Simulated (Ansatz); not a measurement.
`CSB(F)Cl` + H–F → `CSB(F)F` + HCl  (ligand exchange at a B–Cl bond)

Calculated with Ansatz (gas phase, PBE0-D4/def2-TZVP geometries, no zero-point term in ΔE). CCSD(T)/CBS adds triple-zeta CCSD(T) − MP2 to the extrapolated MP2 energy (def2 sets, frozen cores). This one scheme is used for every species. Functionals use def2-TZVPP. One conformer a species, not always the lowest.

```
           level  ΔE (kJ/mol)  difference from CCSD(T)/CBS
          PBE-D4        -49.5                          3.6
       revPBE-D4        -46.0                          7.1
       r2SCAN-D4        -57.6                         -4.5
         PBE0-D4        -52.1                          1.0
          B2PLYP        -60.6                         -7.5
        PBE-QIDH        -54.0                         -0.9
          revPBE        -52.5                          0.6
            BLYP        -63.6                        -10.5
          r2SCAN        -58.4                         -5.3
            PBE0        -54.9                         -1.8
           BHLYP        -68.9                        -15.8
    MP2/def2-SVP        -64.0                        -10.9
   CCSD/def2-SVP        -70.2                        -17.1
CCSD(T)/def2-SVP        -68.3                        -15.2
   HF/def2-TZVPP        -77.4                        -24.3
  MP2/def2-TZVPP        -50.1                          3.0
     CCSD(T)/CBS        -53.1                            0
```

Largest T1 diagnostic among the species: 0.012.

At CCSD(T), def2-SVP lies −15.2 kJ/mol from the extrapolated value and def2-TZVPP −4.9 kJ/mol. From BLYP to BHLYP (50 % exact exchange), in def2-TZVPP and without D4, ΔE moves by −5.3 kJ/mol.
